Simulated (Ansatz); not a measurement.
Basis-set extrapolation for CH4Cl2OSSi, SMILES `CO[Si](S)(Cl)Cl` (PBE0-D4/def2-TZVP geometry, frozen core, Ansatz). Multiplicity 1, RHF reference.

```tsv
	def2-TZVPP	def2-QZVPP
HF	-1720.808852	-1720.860282
MP2 correlation	-1.076588	-1.172808
CCSD(T) correlation	-1.187322	not run
```

Energies in hartree. Use E(X) = E(∞) + A·exp(−7.88·√X) for Hartree–Fock and E(X) = E(∞) + B·X^(−2.97) for correlation, with X = 3 and 4, and add CCSD(T) minus MP2 of the smaller set to the MP2 limit.

Problem. What is the CCSD(T) energy at the basis-set limit?

Solution. HF limit: -1720.860282 + (-0.051430) × 0.13774 = -1720.86737. MP2 limit: -1.172808 + (-0.096220) × 0.74074 = -1.24408. Higher-order term: -1.187322 − (-1.076588) = -0.11073. Total: -1722.22218 hartree, 593.4 kJ/mol below CCSD(T)/def2-TZVPP.
